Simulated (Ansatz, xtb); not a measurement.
**Relative energy of two isomers of C6H8OS**

Structure a: `COc1csc(C)c1`, a singlet. Structure b: `COc1ccsc1C`, a singlet. Both are isolated molecules in the gas phase, relaxed with PBE-D3(BJ)/def2-SVP; the shapes shown needn't be the lowest conformers.

a (Å):

```xyz
16

C     0.8518    0.4522   -2.4300
C     1.5719   -0.5371   -0.4182
C     0.7555   -1.6541   -0.5308
C     2.1712   -1.6686    1.5537
C     2.8204   -2.0283    2.8546
C     2.3766   -0.5503    0.7714
O     1.6734    0.5075   -1.2812
S     0.9785   -2.7191    0.8264
H     1.0560    1.3669   -3.0171
H    -0.2290    0.4249   -2.1602
H     1.0805   -0.4417   -3.0550
H     0.0438   -1.9148   -1.3203
H     2.0806   -2.1192    3.6774
H     3.5499   -1.2463    3.1402
H     3.3640   -2.9944    2.7949
H     3.0804    0.2550    1.0213
```

b (Å):

| atom | x (Å) | y (Å) | z (Å) |
| --- | --- | --- | --- |
| C | -0.7608 | 1.2580 | 1.7417 |
| C | 0.0063 | -0.3386 | 0.1646 |
| C | -1.1512 | -0.2349 | -0.6808 |
| C | -1.0682 | -1.0714 | -1.7766 |
| C | 0.9535 | -1.2505 | -0.2972 |
| C | 2.2597 | -1.5937 | 0.3438 |
| O | 0.2355 | 0.3496 | 1.3203 |
| S | 0.4043 | -1.9780 | -1.7818 |
| H | -0.4002 | 1.7116 | 2.6840 |
| H | -0.9297 | 2.0682 | 0.9957 |
| H | -1.7330 | 0.7501 | 1.9376 |
| H | -2.0075 | 0.4247 | -0.4932 |
| H | -1.7982 | -1.2023 | -2.5839 |
| H | 2.3228 | -2.6654 | 0.6288 |
| H | 3.1257 | -1.3756 | -0.3164 |
| H | 2.3730 | -0.9900 | 1.2645 |

Quicker runs give these differences E(b) − E(a): GFN2-xTB +8.29 kJ/mol; HF/STO-3G +8.06 kJ/mol (at GFN2-xTB geometries); r2SCAN-D4/def2-SVP +6.31 kJ/mol (at GFN2-xTB geometries).

Estimate E(b) − E(a) at the level CCSD(T)/def2-SVP + ΔMP2/def2-TZVPP.

CCSD(T)/def2-SVP + ΔMP2/def2-TZVPP gives E(b) − E(a) = +7.44 kJ/mol, slightly favouring structure a, which is too small a margin to settle the true order.

How the difference moves with the method:

```json
{"level": "GFN2-xTB", "geometry": "GFN2-xTB", "E(b) − E(a) (kJ/mol)": "+8.29", "departure from the last row (kJ/mol)": "+0.85", "job, with rough time for the two": "optimisation, 0.32 s"}
{"level": "HF/STO-3G", "geometry": "GFN2-xTB", "E(b) − E(a) (kJ/mol)": "+8.06", "departure from the last row (kJ/mol)": "+0.62", "job, with rough time for the two": "single point, 1 s"}
{"level": "r2SCAN-D4/def2-SVP", "geometry": "GFN2-xTB", "E(b) − E(a) (kJ/mol)": "+6.31", "departure from the last row (kJ/mol)": "−1.12", "job, with rough time for the two": "single point, 12 s"}
{"level": "PBE-D3(BJ)/def2-SVP", "geometry": "PBE-D3(BJ)/def2-SVP", "E(b) − E(a) (kJ/mol)": "+5.70", "departure from the last row (kJ/mol)": "−1.74", "job, with rough time for the two": "optimisation, 38 s"}
{"level": "HF/def2-SVP", "geometry": "PBE-D3(BJ)/def2-SVP", "E(b) − E(a) (kJ/mol)": "+12.13", "departure from the last row (kJ/mol)": "+4.70", "job, with rough time for the two": "part of the CCSD(T) run"}
{"level": "MP2/def2-SVP", "geometry": "PBE-D3(BJ)/def2-SVP", "E(b) − E(a) (kJ/mol)": "+4.84", "departure from the last row (kJ/mol)": "−2.59", "job, with rough time for the two": "part of the CCSD(T) run"}
{"level": "CCSD(T)/def2-SVP", "geometry": "PBE-D3(BJ)/def2-SVP", "E(b) − E(a) (kJ/mol)": "+6.51", "departure from the last row (kJ/mol)": "−0.93", "job, with rough time for the two": "single point"}
{"level": "CCSD(T)/def2-SVP + ΔMP2/def2-TZVPP", "geometry": "PBE-D3(BJ)/def2-SVP", "E(b) − E(a) (kJ/mol)": "+7.44", "departure from the last row (kJ/mol)": "", "job, with rough time for the two": "single point, 5.4 min"}
```

As drawn, both hold the same kinds of bond in the same numbers.

The largest departure from CCSD(T)/def2-SVP + ΔMP2/def2-TZVPP is that of HF/def2-SVP, 4.70 kJ/mol. The last row adds to CCSD(T) the change of the MP2 difference between the two basis sets, here +0.93 kJ/mol.

With thermal terms from frequencies at re-optimised GFN2-xTB minima (ideal gas, soft modes damped towards free rotors, one conformer each, 298.15 K, 1 atm): the zero-point term adds −0.18 kJ/mol; ΔH is +7.43 and ΔG +6.76 kJ/mol.

The correlated steps freeze 12 core orbitals. Programs: Ansatz 0.2.0, xtb 6.7.1; the last row on 2 threads of Arm Neoverse V1 on a shared host.
